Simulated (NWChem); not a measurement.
Molecule: AlAsH$_{4}$O; SMILES [AlH]([OH])[AsH2]

```xyz
7

Al    -0.5632    -1.2089     0.0127
As     0.0890     1.1246     0.0473
H     -1.0072     1.4637    -0.9609
H      1.1249     0.8697    -1.0433
H     -2.0698    -1.7166     0.0669
O      0.7145    -2.3397     0.0191
H      0.6223    -3.2934     0.0579
```
Atoms are numbered in this order, from 1.

Program: NWChem. Medium grid unless said otherwise, to which SCAN and Minnesota functionals are sensitive. Structure relaxed at the PBE0/def2-SVP level.

For level B3LYP/def2-SVP:

```yaml
orbital gap (eV): 5.89
```

Q: Estimate the same quantities for level M06/def2-SVP.

A: 
- orbital gap (eV) = 6.15
